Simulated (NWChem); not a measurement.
System: SiNH2Cl, singlet; SMILES N[Si]Cl

```xyz
5

Si     0.7247     0.5943     0.0000
Cl    -0.1493    -1.3357     0.0000
N     -0.7260     1.5052     0.0000
H     -1.6684     1.1226     0.0000
H     -0.7135     2.5210     0.0000
```
Atoms are numbered in this order, from 1.

Low-valent species are run as closed-shell singlets; no triplet was tried in these runs. Geometry: optimised at PBE0/def2-SVP.

Give the principal values of the shielding tensors (ppm) of Si1, Cl2, N3 from BHandHLYP/pcSseg-1, GIAO (NWChem), with their diamagnetic and paramagnetic parts as GIAO splits them.


```csv
atom,σ11,σ22,σ33,isotropic,diamagnetic,paramagnetic
Si1,-155.3,299.7,363.9,169.4,875.3,-705.8
Cl2,261.4,784.2,988.5,678.0,1149.1,-471.1
N3,-50.2,176.5,220.7,115.7,321.2,-205.6
```
